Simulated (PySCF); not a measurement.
Atom-mapped SMILES (the numbers label the heavy atoms): `[CH2:1]=[C:2]([CH3:3])/[CH:4]=[CH:5]\[c:6]1[cH:7][cH:8][cH:9][cH:10][n:11]1` (H(Xn): hydrogen on atom n). Ha(C1) is cis to C3; Hb(C1) is trans to C3.

[PySCF: GIAO PBE0/pcSseg-1 shieldings; geometry: GFN2-xTB; relativity neglected; one computed conformer; no solvent model; one averaged value for each set of equivalent atoms]

Scale: 13C (σref 186.93) against TMS (reference shieldings calculated alike).

Q: Do the 13C shifts follow the atomic charges (in e)? Tabulate both.

A: 
```
atoms  hybridisation  δ (ppm)  σ para (ppm)  Hirshfeld    IAO  Mulliken  ESP-fitted
   C6            sp2    165.5          -236      +0.07  +0.13     +0.05       +0.89
  C10            sp2    154.7          -217      +0.02  -0.01     +0.15       +0.42
   C2            sp2    151.0          -222      +0.01  +0.02     -0.43       +0.39
   C4            sp2    143.4          -209      -0.04  -0.15     -0.04       -0.21
   C8            sp2    141.2          -207      -0.03  -0.12     +0.00       +0.24
   C5            sp2    140.3          -207      -0.05  -0.16     -0.03       -0.50
   C7            sp2    132.6          -202      -0.05  -0.18     -0.10       -0.63
   C1            sp2    127.4          -191      -0.10  -0.32     -0.06       -0.64
   C9            sp2    125.9          -198      -0.05  -0.19     -0.18       -0.57
   C3            sp3     25.7           -89      -0.12  -0.42     -0.15       -0.59
```

Correlation coefficients of δ with charge over these carbons: Hirshfeld +0.76, IAO +0.82, Mulliken +0.24, ESP-fitted +0.56; with the paramagnetic shielding -1.00. Among the 9 sp2 carbons alone: Hirshfeld +0.93, IAO +0.94, Mulliken +0.24, ESP-fitted +0.93. With so few points, grouped by hybridisation, these coefficients are fragile. Charge is one influence among several: hybridisation and low-lying excitations act through the paramagnetic term.

Shifts are as computed. Against solution values, carbons near 30 ppm lie about +3 ppm off and those near 130 ppm about +5 ppm. Of 1211 compounds with measured shifts, 218 miss one by over three times the rms of a fit or turn the order of signals round; such compounds aren't used in these exercises.
